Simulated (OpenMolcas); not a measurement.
## What dynamic correlation does to the levels of Kr V

- Program: OpenMolcas 26.06
- Basis: ANO-RCC-VQZP [7s6p4d2f1g]
- Scalar Hamiltonian: DKH3, point nucleus
- Active space: 2 electrons in 3 orbitals (4p)
- State averaging: 2S+1 = 3 even, 3 roots; 2S+1 = 1 even, 6 roots
- Spin-orbit coupling: state interaction with AMFI integrals over the reference wave functions, term energies averaged over their components

Methods on the same reference wave functions:
A. CASSCF
B. SS-CASPT2, IPEA 0.25 Eh, imaginary shift 0.1 Eh (closed shells correlated: 3d 4s)

Energies in cm⁻¹ above 4s² 4p² ³P₀, the measured ground level; measured values from Saloman, J. Phys. Chem. Ref. Data 36, 215 (2007).

```tsv
Level	A	B	Measured
4s² 4p² ³P₀	0.0	0.0	0.0
4s² 4p² ³P₁	3166	3330	3743
4s² 4p² ³P₂	6966	6940	7595
4s² 4p² ¹D₂	21909	19110	19723
4s² 4p² ¹S₀	45602	39050	39204
```

Deviations, from unrounded energies. A percentage is the sum of absolute deviations over the sum of measured energies, with the sign that they share, or ± where signs differ.

| Against measurement | Levels | A | B |
| --- | --- | --- | --- |
| mean absolute deviation (cm-1) | 4 | 2400 | 460 |
| fine structure of the ground term (%) | 2 | -10.6 | -9.5 |
| other terms of the ground configuration (%) | 2 | +14.6 | -1.3 |

B lies closest to measurement on these levels. The largest miss of B in the table is 4s² 4p² ³P₂, by -660 cm-1. The ranking rests on the paired levels alone, and a cruder setting can come out closer through cancelling errors.

From A to B the spin-free energies of the other terms of 4s² 4p² shown, above ³P, scale by factors of 0.80 to 0.83.

The lowest spin-free term lies below A's lowest term by 0.169 hartree in B.

Term energies are means over components that CASPT2 splits; among the terms shown or strongly mixed into the levels shown the widest spread is 100 cm-1 (4s² 4p² ¹D, B). With the s shell closed, the reference lacks s² → p² mixing. Measured partners are found by configuration, term and J. A level has none where our copy of the source lacks it or the pairing is in doubt (some pairs that miss far off the trend of their configuration count as doubtful), and it then counts in no deviation. Levels of configurations outside the active space are missing.
